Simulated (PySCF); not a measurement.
**Fractional electron number in Ag (silver, neutral)**

The 5s alpha orbital of [Kr] 4d10 5s1 is emptied in steps (occupation f), with all orbitals relaxed, ending at [Kr] 4d10. Calculation: PySCF 2.14, in aug-cc-pVDZ-PP with ECP28MDF; scalar relativity through the core potential. The exact energy is a straight line in f; departures are measured from the line between the end points of the same method.

```json
{"f": "1", "UHF (eV)": "0.000", "LDA (eV)": "0.000", "PBE (eV)": "0.000", "PBE0 (eV)": "0.000", "r2SCAN (eV)": "0.000", "LC-wPBE (eV)": "0.000", "BHandHLYP (eV)": "0.000", "wB97X (eV)": "0.000", "B3LYP (eV)": "0.000", "MN15 (eV)": "0.000"}
{"f": "0.9", "UHF (eV)": "0.011", "LDA (eV)": "-0.296", "PBE (eV)": "-0.291", "PBE0 (eV)": "-0.209", "r2SCAN (eV)": "-0.258", "LC-wPBE (eV)": "-0.002", "BHandHLYP (eV)": "-0.143", "wB97X (eV)": "-0.028", "B3LYP (eV)": "-0.235", "MN15 (eV)": "-0.153"}
{"f": "0.7", "UHF (eV)": "0.026", "LDA (eV)": "-0.694", "PBE (eV)": "-0.683", "PBE0 (eV)": "-0.490", "r2SCAN (eV)": "-0.610", "LC-wPBE (eV)": "-0.004", "BHandHLYP (eV)": "-0.336", "wB97X (eV)": "-0.064", "B3LYP (eV)": "-0.552", "MN15 (eV)": "-0.351"}
{"f": "0.5", "UHF (eV)": "0.030", "LDA (eV)": "-0.830", "PBE (eV)": "-0.819", "PBE0 (eV)": "-0.586", "r2SCAN (eV)": "-0.729", "LC-wPBE (eV)": "-0.005", "BHandHLYP (eV)": "-0.402", "wB97X (eV)": "-0.072", "B3LYP (eV)": "-0.660", "MN15 (eV)": "-0.408"}
{"f": "0.3", "UHF (eV)": "0.025", "LDA (eV)": "-0.699", "PBE (eV)": "-0.692", "PBE0 (eV)": "-0.494", "r2SCAN (eV)": "-0.613", "LC-wPBE (eV)": "-0.005", "BHandHLYP (eV)": "-0.339", "wB97X (eV)": "-0.057", "B3LYP (eV)": "-0.557", "MN15 (eV)": "-0.330"}
{"f": "0.1", "UHF (eV)": "0.010", "LDA (eV)": "-0.300", "PBE (eV)": "-0.298", "PBE0 (eV)": "-0.212", "r2SCAN (eV)": "-0.263", "LC-wPBE (eV)": "-0.003", "BHandHLYP (eV)": "-0.147", "wB97X (eV)": "-0.022", "B3LYP (eV)": "-0.240", "MN15 (eV)": "-0.133"}
{"f": "0", "UHF (eV)": "0.000", "LDA (eV)": "0.000", "PBE (eV)": "0.000", "PBE0 (eV)": "0.000", "r2SCAN (eV)": "0.000", "LC-wPBE (eV)": "0.000", "BHandHLYP (eV)": "0.000", "wB97X (eV)": "0.000", "B3LYP (eV)": "0.000", "MN15 (eV)": "0.000"}
```

```csv
method,E(f=0) − E(f=1) (eV),−ε at f=1 (eV),−ε at f=0.5 (eV)
UHF,6.367,6.496,6.364
LDA,8.376,5.097,8.362
PBE,8.042,4.825,8.015
PBE0,7.707,5.389,7.695
r2SCAN,7.909,5.060,7.911
LC-wPBE,7.421,7.396,7.418
BHandHLYP,7.468,5.882,7.457
wB97X,7.396,7.078,7.418
B3LYP,7.968,5.361,7.952
MN15,7.823,6.119,7.884
```

Orbital energy along the path (eV):

```csv
f,UHF,LDA,PBE,PBE0,r2SCAN,LC-wPBE,BHandHLYP,wB97X,B3LYP,MN15
1,-6.496,-5.097,-4.825,-5.389,-5.060,-7.396,-5.882,-7.078,-5.361,-6.119
0.9,-6.468,-5.737,-5.448,-5.844,-5.597,-7.404,-6.192,-7.148,-5.869,-6.475
0.7,-6.414,-7.039,-6.717,-6.763,-6.720,-7.415,-6.820,-7.287,-6.902,-7.187
0.5,-6.364,-8.362,-8.015,-7.695,-7.911,-7.418,-7.457,-7.418,-7.952,-7.884
0.3,-6.317,-9.700,-9.339,-8.639,-9.069,-7.422,-8.103,-7.526,-9.016,-8.531
0.1,-6.274,-11.041,-10.686,-9.592,-10.246,-7.443,-8.764,-7.605,-10.095,-9.054
0,-6.253,-11.707,-11.360,-10.057,-10.831,-7.461,-9.104,-7.619,-10.639,-9.248
```

Reference removal energy between the ground levels: 7.576 eV (measured; NIST Atomic Spectra Database, ionization energies). UHF lacks correlation.
